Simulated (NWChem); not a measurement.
Si₂H₄O₃; SMILES O[SiH]1O[SiH2]O1

```xyz
9

O      0.5261     2.1334     0.0000
Si    -0.4319     0.8021     0.0000
O     -0.0969    -0.3549    -1.1916
Si     0.2051    -1.5196     0.0000
O     -0.0969    -0.3549     1.1916
H      1.4856     2.0032     0.0000
H     -1.8050     1.3239     0.0000
H     -0.7619    -2.6415     0.0000
H      1.5976    -2.0293     0.0000
```
Atoms are numbered in this order, from 1.

Program: NWChem. Geometry: optimised at B3LYP/6-31G* (spherical d). Hybrids' shares of exact exchange are those that their runs print; pure functionals count as 0. The functionals differ in more than this share.

| row | share of exact exchange | orbital gap (eV) |
|---|---|---|
| PBE/def2-SVP | 0.00 | 6.57 |
| OLYP/def2-SVP | 0.00 | 6.70 |
| TPSSh/def2-SVP | 0.10 | withheld |
| B3LYP/def2-SVP | 0.20 | 8.62 |
| BHandHLYP/def2-SVP | 0.50 | 11.50 |

### Question
Fit a straight line of the last column on the one before it, predict the withheld value, and compare with the run.

### Answer

1. Means of the 4 shown rows: x = 0.175, y = 8.348. Slope Σ(x − x̄)(y − ȳ)/Σ(x − x̄)² = 1.631/0.1675 = 9.736; intercept 6.644.
2. The shown rows scatter about the line by 0.049 (root mean square); the largest residual is -0.07, at PBE/def2-SVP.
3. At x = 0.10 (TPSSh/def2-SVP; inside the shown range) the line gives 7.62.
4. The run gives 7.95, +0.33 from the line, 6.7 times the scatter.
